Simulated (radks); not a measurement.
The iodine ion I+, 52 electrons, occupied as [Kr] 4d9 5s1.5 5p5.5 (fractional occupations, a model configuration). All-electron calculation, scalar-relativistic Kohn-Sham, PBEsol, spin-polarised, spherical densities, finite nucleus; open shells are filled with parallel spins first (spin-orbit coupling, left out, can overturn this in heavy ions); Fermi nuclear charge, rms radius 4.75 fm. Program: a radial shooting solver on a logarithmic mesh with Libxc functionals.

Local quantities along the radius. ELF = 1/(1 + alpha^2) is the electron localisation function; alpha = (tau - tau_W)/tau_unif compares the Pauli kinetic energy density with that of the uniform gas (summed over spins). tau is taken from the large components.

```
   r/bohr * ELF (the largest magnitude, 0.999, reaches the edge; | marks zero)
 0.002213 |                                                      *
 0.002952 |                                                      *
 0.003906 |                                                      *
  0.00521 |                                                      *
 0.006893 |                                                      *
 0.009194 |                                                      *
  0.01216 |                                                     *
  0.01622 |                                                    *
  0.02147 |                                              *
  0.02863 |                              *
  0.03788 |                 *
  0.05053 |                     *
  0.06686 |                                   *
  0.08917 |                                        *
    0.118 |                             *
   0.1574 |                 *
   0.2082 |                              *
   0.2777 |                                         *
   0.3674 |                             *
   0.4901 |          *
   0.6484 |                                   *
   0.8648 |                                       *
    1.144 |                    *
    1.526 |                *
    2.019 |                                      *
    2.693 |                                         *
    3.564 |                        *
    4.753 |   *
    6.289 *
```

On this mesh the ELF has minima near r = 0.044, 0.16, 0.49, 1.3 bohr, which separate the shells, and maxima near 0.089 (0.75), 0.28 (0.76), 0.75 (0.76), 2.3 (0.78).
